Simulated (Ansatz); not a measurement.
Q: Name a neutral molecule of C, N, Ti and H with size of the dipole moment (ωB97M-V/def2-TZVPP) between 0.15 and 0.45 D and HOMO–LUMO gap (PBE/def2-TZVPP) between 3.50 and 3.80 eV (Ansatz, PBE0-D4/def2-TZVP geometry).

A: `C[N](C)[Ti]([NH2])([NH2])[NH2]` (0.40 D, 3.54 eV). Other molecules can fit too; these were computed, each in one conformer that needn't be the lowest.
